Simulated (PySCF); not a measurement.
# Excitation energy of Ru²⁺ by level of theory

Ru²⁺ [Kr] 4d6 (5D) → Ru²⁺ [Kr] 4d5 5s1 (7S), as a difference of total energies. Calculation: PySCF 2.14, in def2-TZVPPD with the def2 core potential (28 electrons) (6s4p3d2f1g, 56 functions); scalar relativity through the core potential. Correlated levels: valence: 4s2 4p6 frozen; valence and next inner shell: nothing frozen outside the core potential. The calculations carry no spin-orbit coupling.

| method | excitation energy (eV) |
| --- | --- |
| UHF | 2.533 |
| LDA | 2.883 |
| PBE | 3.039 |
| PBE0 | 3.144 |
| r2SCAN | 2.618 |
| B97-3 | 3.635 |
| wB97M-V | 3.430 |
| HSE06 | 3.117 |
| TPSSh | 3.241 |
| MP2 (valence) | 3.170 |
| SCS-MP2 (valence) | 3.785 |
| MP2 (valence and next inner shell) | 2.753 |
| SCS-MP2 (valence and next inner shell) | 3.132 |

Question: How much does correlation contribute at MP2 (valence and next inner shell)?

Answer: 2.753 − (2.533) = 0.220 eV, measured against UHF.
